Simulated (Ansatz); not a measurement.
`C=[N][GaH2]` + H₂ → `[GaH3]` + `C=N` at 298.15 K and 1 bar (hydrogenolysis of a Ga–N bond).

Calculated with Ansatz (gas phase, PBE0-D4/def2-TZVP geometries, no zero-point term in ΔE). CCSD(T)/CBS adds triple-zeta CCSD(T) − MP2 to the extrapolated MP2 energy (def2 sets, frozen cores). This one scheme is used for every species. For Ga outer-core shells are correlated without core-valence functions, which leaves a few kJ/mol of doubt a bond. Scalar relativity is left out up to krypton.

```json
{"species": "`C=[N][GaH2]`", "CCSD(T)/CBS energy (Eh)": "-2019.05960", "H − E (kJ/mol)": "128.5", "S (J/(mol·K))": "300.4"}
{"species": "H₂", "CCSD(T)/CBS energy (Eh)": "-1.17544", "H − E (kJ/mol)": "35.1", "S (J/(mol·K))": "130.4"}
{"species": "`[GaH3]`", "CCSD(T)/CBS energy (Eh)": "-1925.70545", "H − E (kJ/mol)": "59.6", "S (J/(mol·K))": "218.4"}
{"species": "`C=N`", "CCSD(T)/CBS energy (Eh)": "-94.52360", "H − E (kJ/mol)": "115.3", "S (J/(mol·K))": "227.0"}
```

H − E and S are ideal-gas, rigid-rotor, harmonic terms from PBE0-D4/def2-TZVP. The MP2-based limit puts H₂ 0.8 mEh under its directly extrapolated value; such offsets cancel only in part. 1 Eh = 2625.50 kJ/mol, R = 8.31446 J/(mol·K).

**Question.** By hand: ΔE, ΔH, ΔS and ΔG.

**Answer.** ΔE = (-1925.70545) + (-94.52360) − (-2019.05960) − (-1.17544) = 0.00599 Eh = 15.7 kJ/mol. Δ(H − E) = 59.6 + 115.3 − 128.5 − 35.1 = 11.3, so ΔH = 27.0 kJ/mol. ΔS = 218.4 + 227.0 − 300.4 − 130.4 = 14.6 J/(mol·K). ΔG = 27.0 − 298.15 × (14.6)/1000 = 22.6 kJ/mol.

**Question.** By hand: the equilibrium constant, and the temperature at which ΔG would vanish if ΔH and ΔS stayed fixed.

**Answer.** log₁₀ K = −ΔG/(RT ln 10) = -4.0. ΔG = 0 at ΔH/ΔS = 1849 K, though so small a ΔS makes that figure unsure.

The number of gas molecules stays the same, so ΔS is small and ΔH decides. A doubt of 5 kJ/mol in ΔE shifts log₁₀ K by 0.9 here. These are equilibria of isolated gas molecules and say nothing of rates. Largest T1 diagnostic: 0.017 (customary marks: 0.02 for closed shells, 0.045 for open ones).
